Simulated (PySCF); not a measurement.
r2SCAN on P (phosphorus, neutral), [Ne] 3s2 3p2 3d1, one real determinant (an excited configuration). Calculation: PySCF 2.14, in aug-cc-pV(T+d)Z (6s5p4d2f, 55 functions); no relativity, point nucleus.

```
cycle= 1 E= -340.907121376419  delta_E= -0.00436  |g|= 0.0178  |ddm|= 0.469
cycle= 2 E= -340.90699303829  delta_E= 0.000128  |g|= 0.00726  |ddm|= 0.288
cycle= 3 E= -340.90682020591  delta_E= 0.000173  |g|= 0.00174  |ddm|= 0.144
cycle= 4 E= -340.906806776272  delta_E= 1.34e-05  |g|= 0.000447  |ddm|= 0.0362
cycle= 5 E= -340.906806324931  delta_E= 4.51e-07  |g|= 5.97e-05  |ddm|= 0.00654
cycle= 6 E= -340.906806327609  delta_E= -2.68e-09  |g|= 1.48e-05  |ddm|= 0.000273
cycle= 7 E= -340.906806327749  delta_E= -1.39e-10  |g|= 1.16e-06  |ddm|= 6.99e-05
converged SCF energy = -340.906806327749  <S^2> = 3.7522115  2S+1 = 4.0011056
```

Highest occupied orbital energy: 0.663 eV; ⟨L²⟩ = 7.94; populations by l: s 6.01, p 8.00, d 0.99, f 0.00.

(1) Can this result be used?

## Answers

(1) Not for this state. The calculation finished and met its thresholds. ⟨L²⟩ = 7.94 against 12 for a pure F term, so this real determinant mixes terms. The outer electron is Rydberg-like, and this basis confines it to a smaller radius and binds it less than a complete one would. At r2SCAN the highest occupied level has a positive energy, so only the finite basis holds that electron; for this excited configuration the basis is too tight for the outer shell.
